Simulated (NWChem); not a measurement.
System: CH4AlFO; SMILES [F][AlH][O]C

Input file for NWChem:

```
start job
memory heap 200 mb stack 900 mb global 1100 mb
geometry units angstroms noautoz
  Al    -0.586052     0.625802     0.017133
  H     -1.941286     1.387926    -0.155172
  F      0.815029     1.475748     0.306573
  O     -0.544613    -1.050181    -0.089930
  C      0.292430    -2.156274    -0.026437
  H      0.257529    -2.723183    -0.973273
  H      1.346644    -1.885568     0.164996
  H     -0.030251    -2.840578     0.777741
end
basis spherical
  * library def2-svpd
end
dft
  xc xpbe96 cpbe96
  iterations 150
end
tddft
  cis
  nroots 6
  notriplet
end
task tddft energy
```

Parts of the log:

```
             Northwest Computational Chemistry Package (NWChem) 7.3.0
             --------------------------------------------------------

 CS  symmetry detected

                             Geometry "geometry" -> ""
                             -------------------------

 Output coordinates in angstroms (scale by  1.889725989 to convert to a.u.)

  No.       Tag          Charge          X              Y              Z
 ---- ---------------- ---------- -------------- -------------- --------------
    1 Al                  13.0000    -0.56960314     0.72970640     0.00000000
    2 H                    1.0000    -1.99686749     1.37009506     0.00000000
    3 F                    9.0000     0.77918107     1.70438217     0.00000000
    4 O                    8.0000    -0.39805300    -0.94142173     0.00000000
    5 C                    6.0000     0.53269375    -1.97187043     0.00000000
    6 H                    1.0000     0.40071918    -2.61297865    -0.88919111
    7 H                    1.0000     1.57590179    -1.60716405     0.00000000
    8 H                    1.0000     0.40071918    -2.61297865     0.88919111

 Effective nuclear repulsion energy (a.u.)     157.2363395529

      Symmetry information
      --------------------

 Group name             Cs
 Group number              2
 Group order               2
 No. of unique centers     7

  pbe96 is a nonlocal functional; adding pw91lda local functional.

                                 NWChem DFT Module
                                 -----------------

 Summary of "ao basis" -> "ao basis" (spherical)
 ------------------------------------------------------------------------------
       Tag                 Description            Shells   Functions and Types
 ---------------- ------------------------------  ------  ---------------------
 Al                        def2-svpd                10       24   5s3p2d
 H                         def2-svpd                 4        8   2s2p
 F                         def2-svpd                 9       23   4s3p2d
 O                         def2-svpd                 9       23   4s3p2d
 C                         def2-svpd                 8       20   4s2p2d

      Symmetry analysis of basis
      --------------------------

        a'         83
        a"         39

            General Information
            -------------------
          SCF calculation type: DFT
          Wavefunction type:  closed shell.
          No. of atoms     :     8
          No. of electrons :    40
           Alpha electrons :    20
            Beta electrons :    20
          Charge           :     0
          Spin multiplicity:     1
          Use of symmetry is: off; symmetry adaption is: on
          Maximum number of iterations: 150
          AO basis - number of functions:   122
                     number of shells:    52
          Convergence on energy requested:  1.00D-06
          Convergence on density requested:  1.00D-05
          Convergence on gradient requested:  5.00D-04

              XC Information
              --------------
          PerdewBurkeErnzerhof Exchange Functional  1.000
            Perdew 1991 LDA Correlation Functional  1.000 local
           PerdewBurkeErnz. Correlation Functional  1.000 non-local

             Grid Information
             ----------------
          Grid used for XC integration:  medium
          Radial quadrature: Mura-Knowles
          Angular quadrature: Lebedev.
          Tag              B.-S. Rad. Rad. Pts. Rad. Cut. Ang. Pts.
          ---              ---------- --------- --------- ---------
          Al                  1.25       88          11.0       590
          H                   0.35       45          12.0       434
          F                   0.50       49          12.0       434
          O                   0.60       49          10.0       434
          C                   0.70       49          12.0       434
          Grid pruning is: on
          Number of quadrature shells:   415
          Spatial weights used:  Erf1

      Superposition of Atomic Density Guess
      -------------------------------------

 Sum of atomic energies:        -455.40535152

      Non-variational initial energy
      ------------------------------

 Total energy =    -456.507003
 1-e energy   =    -943.017226
 2-e energy   =     329.273884
 HOMO         =      -0.397355
 LUMO         =      -0.012562

      Symmetry analysis of molecular orbitals - initial
      -------------------------------------------------

  Numbering of irreducible representations:

     1 a'          2 a"

  Orbital symmetries:

[...]

                                NWChem TDDFT Module
                                -------------------

            General Information
            -------------------
           No. of orbitals :     244
            Alpha orbitals :     122
             Beta orbitals :     122
        Alpha frozen cores :       0
         Beta frozen cores :       0
     Alpha frozen virtuals :       0
      Beta frozen virtuals :       0
         Spin multiplicity :       1
    Number of AO functions :     122
        Use of symmetry is : off
      Symmetry adaption is : on
         Schwarz screening :  0.10D-07

              XC Information
              --------------
   PerdewBurkeErnzerhof Exchange Functional   1.00
     Perdew 1991 LDA Correlation Functional   1.00 local
    PerdewBurkeErnz. Correlation Functional   1.00 non-local

             TDDFT Information
             -----------------
          Calculation type : Tamm-Dancoff TDDFT
         Wavefunction type : Restricted singlets
          No. of electrons :      40
           Alpha electrons :      20
            Beta electrons :      20
              No. of roots :       6
          Max subspacesize :    5200
            Max iterations :     100
               Target root :       1
           Target symmetry : none
      Symmetry restriction : off
                 Algorithm : Optimal
        Davidson threshold :  0.10D-03

    6 smallest eigenvalue differences (eV)
--------------------------------------------------------
  No. Spin  Occ  Vir  Irrep   E(Occ)    E(Vir)   E(Diff)
--------------------------------------------------------
    1    1   20   21 a'       -0.258    -0.048     5.708
    2    1   19   21 a"       -0.259    -0.048     5.733
    3    1   20   22 a"       -0.258    -0.042     5.859
    4    1   19   22 a'       -0.259    -0.042     5.883
    5    1   18   21 a"       -0.307    -0.048     7.047
    6    1   18   22 a'       -0.307    -0.042     7.197
--------------------------------------------------------

  Entering Davidson iterations
  Restricted singlet excited states

  Iter   NTrls   NConv    DeltaV     DeltaE      Time
  ----  ------  ------  ---------  ---------  ---------
    1      6       0     0.18E+00   0.10+100        8.2
    2     12       0     0.60E-01   0.25E-01        8.1
    3     18       0     0.25E-01   0.23E-01        8.1
    4     24       2     0.43E-01   0.39E-02        8.1
    5     28       3     0.10E-01   0.15E-02        7.0
    6     31       5     0.74E-03   0.12E-03        6.5
    7     32       6     0.38E-04   0.54E-06        5.4
  ----  ------  ------  ---------  ---------  ---------
  Convergence criterion met

  Ground state a'       -457.521069844920 a.u.

  ----------------------------------------------------------------------------
  Root   1 singlet a"             0.212095844 a.u.                5.7714 eV
  ----------------------------------------------------------------------------
     Transition Moments    X  0.00000   Y -0.00000   Z -0.08458
     Dipole Oscillator Strength                    0.0010116428
     Electric Quadrupole                           0.0000000011
     Magnetic Dipole                               0.0000000813
     Total Oscillator Strength                     0.0010117252

     Occ.   19  a'  ---  Virt.   21  a"       0.99335
     Occ.   20  a"  ---  Virt.   22  a'      -0.11043
  ----------------------------------------------------------------------------
  Root   2 singlet a'             0.217136820 a.u.                5.9086 eV
  ----------------------------------------------------------------------------
     Transition Moments    X  0.16038   Y -0.12453   Z -0.00000
     Dipole Oscillator Strength                    0.0059683185
     Electric Quadrupole                           0.0000000612
     Magnetic Dipole                               0.0000000721
     Total Oscillator Strength                     0.0059684518

     Occ.   19  a'  ---  Virt.   22  a'      -0.83178
     Occ.   20  a"  ---  Virt.   21  a"       0.55030
  ----------------------------------------------------------------------------
  Root   3 singlet a"             0.217957969 a.u.                5.9309 eV
  ----------------------------------------------------------------------------
     Transition Moments    X -0.00000   Y -0.00000   Z  0.33005
     Dipole Oscillator Strength                    0.0158281002
     Electric Quadrupole                           0.0000000108
     Magnetic Dipole                               0.0000001919
     Total Oscillator Strength                     0.0158283029

     Occ.   18  a'  ---  Virt.   21  a"       0.07556
     Occ.   19  a'  ---  Virt.   21  a"      -0.10813
     Occ.   20  a"  ---  Virt.   22  a'      -0.98910
  ----------------------------------------------------------------------------
  Root   4 singlet a'             0.230930737 a.u.                6.2839 eV
  ----------------------------------------------------------------------------
     Transition Moments    X -0.19308   Y  0.82648   Z -0.00000
     Dipole Oscillator Strength                    0.1108996937
     Electric Quadrupole                           0.0000001205
     Magnetic Dipole                               0.0000005733
     Total Oscillator Strength                     0.1109003876

[...]
```

Level: PBE/def2-SVPD, TDA. All runs use the structure optimised with PBE0/def2-SVP.
